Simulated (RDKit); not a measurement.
A run for RDKit: UFF on CH4 (SMILES C).

```python
from rdkit import Chem
from rdkit.Chem import AllChem, rdDetermineBonds

blocks = [
'''5

C     0.00820515   -0.16965032    4.96737296
H    -0.84941543   -0.82540038    4.82321316
H     0.92751319   -0.74726809    4.87903473
H    -0.00450736    0.61435908    4.21179559
H    -0.04254727    0.27987601    5.95799987
''',
]
mol = None
for b in blocks:
    f = Chem.MolFromXYZBlock(b)
    rdDetermineBonds.DetermineBonds(f, charge=0)
    mol = f if mol is None else Chem.CombineMols(mol, f)
Chem.SanitizeMol(mol)
print(Chem.MolToSmiles(Chem.RemoveHs(mol)))
ff = AllChem.UFFGetMoleculeForceField(mol, vdwThresh=100.0, ignoreInterfragInteractions=False)
e = ff.CalcEnergy()
print(f'UFF energy {e:.6f} kcal/mol')
```

Program output:

```
C
UFF energy 0.545935 kcal/mol
```

The run finished.

Cost: about 0.010 core-seconds (a rough figure).
